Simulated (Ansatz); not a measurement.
C2H4AlF can be A, `C=[CH][AlH][F]`, or B, `F[CH]1[CH2][AlH]1`.

Calculated with Ansatz (gas phase, PBE0-D4/def2-TZVP geometries, no zero-point term in ΔE). CBS: MP2 limit from def2 TZ/QZ plus the TZ coupled-cluster correction, frozen cores. DFT in def2-TZVPP. B3LYP here is the variant with VWN-RPA as its local correlation; programs differ in this. One conformer a species, not always the lowest.

A:

```xyz
8

C    -0.326   -0.640   -1.184
C     0.364   -0.611   -0.041
Al    0.119    0.905    1.121
F     0.938    1.005    2.552
H    -1.009    0.161   -1.463
H    -0.252   -1.456   -1.901
H     1.027   -1.449    0.168
H    -0.860    2.085    0.748
```

B:

Z-matrix (Å, degrees):
```
C
C 1 1.542
Al 1 1.923 2 66.0
F 1 1.383 2 116.6 3 -127.0
H 1 1.094 2 110.8 3 108.4
H 2 1.087 1 119.4 3 -136.0
H 2 1.100 1 110.3 3 95.3
H 3 1.575 1 160.0 2 -168.3
```

Which is lower in electronic energy at CCSD(T)/CBS, and by how much? (Best estimate.)

Ansatz gave: A, by 88.6 kcal/mol.

Give E(B) − E(A) in kcal/mol with MP2/def2-TZVPP, CCSD(T)/def2-TZVPP, ωB97M-V, CCSD(T)/def2-SVP, PBE0-D4, B3LYP, B3LYP-D4. (An estimate is asked.)

The calculation gave: MP2/def2-TZVPP 89.3, CCSD(T)/def2-TZVPP 88.5, ωB97M-V 84.9, CCSD(T)/def2-SVP 87.8, PBE0-D4 80.7, B3LYP 87.2, B3LYP-D4 87.2. None reverses the order clearly.

Does the order hold for the free energy at 298.15 K (harmonic terms from PBE0-D4)? (Estimate.)

The calculation gave: Yes: G(B) − G(A) = +89.0 kcal/mol, for one conformer each.

Largest T1 diagnostic: 0.013.

From r2SCAN to r2SCAN0 (25 % exact exchange), in def2-TZVPP and without D4, E(B) − E(A) moves by +1.1 kcal/mol. At CCSD(T), def2-SVP lies −0.8 kcal/mol from the extrapolated value and def2-TZVPP −0.1 kcal/mol.
